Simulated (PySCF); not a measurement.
Computed vibrations of TlI3

TlI3 (singlet). PySCF 2.14.0, RKS BP86, Tl def2-SVP with ECP60, I def2-SVP with ECP28; non-relativistic Hamiltonian with scalar-relativistic core potentials where named; density fitting; no spin-orbit coupling. Central differences of gradients.

```xyz
4

Tl    0.0000    0.0000    0.0000
I    -1.3832    0.0000    2.3957
I    -1.3832    0.0000   -2.3957
I     2.7664    0.0000    0.0000
```

Run from Python with OMP_NUM_THREADS=2. Where DIIS fails, smearing, a level shift and second-order steps follow.
It took 35 s on 2 threads of Arm Neoverse V1, with other jobs on the host.

(1) What are the harmonic wavenumbers and infrared intensities?

(2) Is this a minimum?

Answers

(1) Modes are labelled in D3h; negative numbers are unstable modes, those under 60 cm⁻¹ near the noise; a finer grid moves soft modes by up to 10 cm⁻¹.
| cm⁻¹ | km/mol | symmetry |
| --- | --- | --- |
| 39 | 1.0 | e' |
| 39 | 1.0 | e' |
| 57 | 0.8 | a2'' |
| 125 | 0.0 | a1' |
| 174 | 22.5 | e' |
| 174 | 22.5 | e' |

(2) Yes, within the noise of the softest modes. Ideal gas at 298.15 K and 1 bar: S = 411.6 J/(mol K), Cp = 81.8 J/(mol K), H − H(0 K) = 21.5 kJ/mol (rigid rotor, harmonic modes, spin degeneracy alone; the modes under 60 cm⁻¹ make these uncertain).
